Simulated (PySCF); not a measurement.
## Computed properties of CuCl, SMILES [Cl][Cu], multiplicity 1

CuCl, SMILES [Cu][Cl], multiplicity 1. Coordinates come from a PBE0-D3(BJ)/def2-TZVPD optimisation. The spin state was assumed, not searched. Other conformers were not sampled. All values are computed for the isolated molecule unless a solvent is named; none is compared with measurement here.

**Structure.** The optimised structure has C∞v symmetry. All 1 harmonic modes at PBE0-D3(BJ)/def2-TZVPD (PySCF) are real, so it is a minimum.

**Vibrations.** The strongest infrared lines (harmonic, unscaled, degenerate partners summed) lie at 397 cm⁻¹ (21 km/mol, Cl 64 %, Cu 36 %). The softest mode is at 397 cm⁻¹ and the zero-point energy is 0.6 kcal/mol.

**Electronic structure.** M06-2X/def2-TZVPD (PySCF) places the frontier levels at -8.96 and -2.48 eV, a gap of 6.48 eV, and gives a dipole moment of 5.55 D and a mean polarisability of 34.3 bohr³.

**Excitations.** TDDFT-B3LYP/def2-TZVPD (PySCF) has S1 at 2.57 eV (482 nm, f = 0.017, weak); the most intense of the 10 singlets computed lies at 5.68 eV (f = 0.03). Strengths of degenerate partners are summed. T1 (TDA) is at 2.17 eV.
